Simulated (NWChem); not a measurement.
CHBFNO; SMILES O=C=NBF

```xyz
6

B     -0.4523    -1.3223     0.0000
F      0.4411    -2.3084     0.0000
H     -1.6355    -1.5963     0.0000
N      0.0177     0.0184     0.0000
C     -0.0463     1.2307     0.0000
O     -0.0383     2.4083     0.0000
```
Atoms are numbered in this order, from 1.

Computed with NWChem. All runs use the structure optimised with PBE-D3(BJ)/def2-SVP. Vzz is the largest principal value of the second derivative of the potential at the nucleus (NWChem prints the opposite sign); η is the asymmetry. Non-relativistic.

Task: What does the run give for CAM-B3LYP/def2-SVP? Quantities: Vzz B1 (a.u.); η B1; Vzz N4 (a.u.); η N4; Vzz O6 (a.u.); η O6.

Result: 
```yaml
Vzz B1 (a.u.): 0.359
"η B1": 0.48
Vzz N4 (a.u.): 0.469
"η N4": 0.35
Vzz O6 (a.u.): 0.703
"η O6": 0.38
```
